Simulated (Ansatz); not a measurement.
Cost and result up the ladder for the cluster Ga4F4 (8 atoms). Total charge 0; singlet. Geometry: r2SCAN-D4/def2-SVP.

Cartesian coordinates in Å:
```
Ga 0.174 -1.693 -2.181
Ga -1.687 -0.431 0.198
Ga 1.683 0.425 -0.188
Ga -0.177 1.703 2.172
F 1.164 0.008 -2.085
F -1.151 -0.008 2.089
F 0.294 -1.273 -0.117
F -0.300 1.269 0.111
```

Ansatz on 4 threads of Arm Neoverse V1 on a shared host. Times are rough, and most runs start from the orbitals of an earlier one. PBE0-D4/def2-TZVP serves as the yardstick here, not as an exact answer. Differences are given only for rows in sets of like size (and for xTB, whose basis is part of the method), since another set adds its own error. Binding counts from free atoms at the same level (Ga doublet, F doublet; other spins of the atoms weren't run), without zero-point energy or a counterpoise term.

LC-ωPBE has ω = 0.4 bohr⁻¹. B3LYP takes the VWN-RPA correlation. Correlated methods freeze 40 core orbitals; core or outer-core shells of Ga are correlated, in sets that lack core-valence functions. Another isomer (singlet) lies 0.35 eV lower at PBE0-D4/def2-TZVP; other spin states weren't run for this one.

Correlated methods converge slowly with the basis.

```json
{"level": "B3LYP-D4/def2-TZVP", "functions": "316", "binding energy per atom (eV)": "3.30", "difference from PBE0-D4/def2-TZVP (eV)": "0.04"}
{"level": "PBE-D4/def2-TZVP (with forces)", "functions": "316", "binding energy per atom (eV)": "3.44", "difference from PBE0-D4/def2-TZVP (eV)": "0.17"}
{"level": "PBE0-D4/def2-SVP", "functions": "184", "binding energy per atom (eV)": "3.37", "difference from PBE0-D4/def2-TZVP (eV)": "–"}
{"level": "B2PLYP/def2-TZVP", "functions": "316", "binding energy per atom (eV)": "3.29", "difference from PBE0-D4/def2-TZVP (eV)": "0.02"}
{"level": "RPA@PBE/def2-TZVP", "functions": "316", "binding energy per atom (eV)": "3.00", "difference from PBE0-D4/def2-TZVP (eV)": "-0.27"}
{"level": "PBE0-D4/def2-TZVP", "functions": "316", "binding energy per atom (eV)": "3.27", "difference from PBE0-D4/def2-TZVP (eV)": "0.00"}
{"level": "MP2/def2-TZVP", "functions": "316", "binding energy per atom (eV)": "3.44", "difference from PBE0-D4/def2-TZVP (eV)": "0.18"}
{"level": "r2SCAN-D4/def2-TZVP", "functions": "316", "binding energy per atom (eV)": "3.37", "difference from PBE0-D4/def2-TZVP (eV)": "0.11"}
{"level": "LC-ωPBE/def2-TZVP", "functions": "316", "binding energy per atom (eV)": "3.29", "difference from PBE0-D4/def2-TZVP (eV)": "0.02"}
{"level": "PBE-D4/def2-SVP", "functions": "184", "binding energy per atom (eV)": "3.57", "difference from PBE0-D4/def2-TZVP (eV)": "–"}
```

(1) Estimate how long each takes.

## Answers

(1) PBE-D4/def2-SVP 3 s; PBE0-D4/def2-SVP 6.5 s; PBE-D4/def2-TZVP (with forces) 8 s; LC-ωPBE/def2-TZVP 10 s; r2SCAN-D4/def2-TZVP 13 s; B3LYP-D4/def2-TZVP 17 s; RPA@PBE/def2-TZVP 19 s; PBE0-D4/def2-TZVP 19 s; MP2/def2-TZVP 20 s; B2PLYP/def2-TZVP 26 s. On shared hardware such times vary by a factor of up to 3.
